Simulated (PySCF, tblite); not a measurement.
Isomers of C4H5N2O (doublet state), one GFN2-xTB conformer each. Single-point energies are computed at B3LYP/pcH-1 (PySCF, gas phase, no added dispersion term), electronic only. GFN2-xTB treats the open shell by occupation alone, and not every SCF solution was tested for stability.

| SMILES | GFN2-xTB relative energy (kJ/mol) |
| --- | --- |
| O[CH]c1cn[nH]c1 | 0.0 |
| CNC(=O)[CH]C#N | 46.1 |
| OCC1=NC[C]=N1 | 153.9 |

Conformers: `[OH:1][CH:2][c:3]1[cH:4][n:5][nH:6][cH:7]1` (doublet state) with H–O1–C2–C3 0°, O1–C2–C3–C4 180°; `[CH3:1][NH:2][C:3](=[O:4])[CH:5][C:6]#[N:7]` (doublet state) with C1–N2–C3–O4 0°, N2–C3–C5–C6 0°; `[OH:1][CH2:2][C:3]1=[N:4][CH2:5][C:6]=[N:7]1` (doublet state) with H–O1–C2–C3 -15°, O1–C2–C3–N4 7°.

Problem. What does B3LYP/pcH-1 give for the same structures?

Solution. 
```json
{"SMILES": "CNC(=O)[CH]C#N", "B3LYP/pcH-1 E (Eh)": "-340.13816", "B3LYP/pcH-1 (kJ/mol)": "0.0", "GFN2-xTB (kJ/mol)": "46.1", "point group": "Cs"}
{"SMILES": "O[CH]c1cn[nH]c1", "B3LYP/pcH-1 E (Eh)": "-340.10511", "B3LYP/pcH-1 (kJ/mol)": "86.8", "GFN2-xTB (kJ/mol)": "0.0", "point group": "Cs"}
{"SMILES": "OCC1=NC[C]=N1", "B3LYP/pcH-1 E (Eh)": "-340.06153", "B3LYP/pcH-1 (kJ/mol)": "201.2", "GFN2-xTB (kJ/mol)": "153.9", "point group": "near Cs"}
```

GFN2-xTB puts O[CH]c1cn[nH]c1 lowest instead; measured from each level's own lowest isomer, the values differ by up to 86.8 kJ/mol (O[CH]c1cn[nH]c1: 0.0 against 86.8). As drawn, the lowest has an N–H bond, which the highest lacks; the highest has an O–H bond, which the lowest lacks.

Problem. What happens when harmonic zero-point energies from GFN2-xTB frequencies are added?

Solution. 
```
         SMILES  ZPE (kJ/mol)  electronic (kJ/mol)  with ZPE (kJ/mol)
 CNC(=O)[CH]C#N         222.1                  0.0                0.0
O[CH]c1cn[nH]c1         229.5                 86.8               94.1
  OCC1=NC[C]=N1         225.2                201.2              204.3
```

The zero-point energies span 7.4 kJ/mol. The order is unchanged.
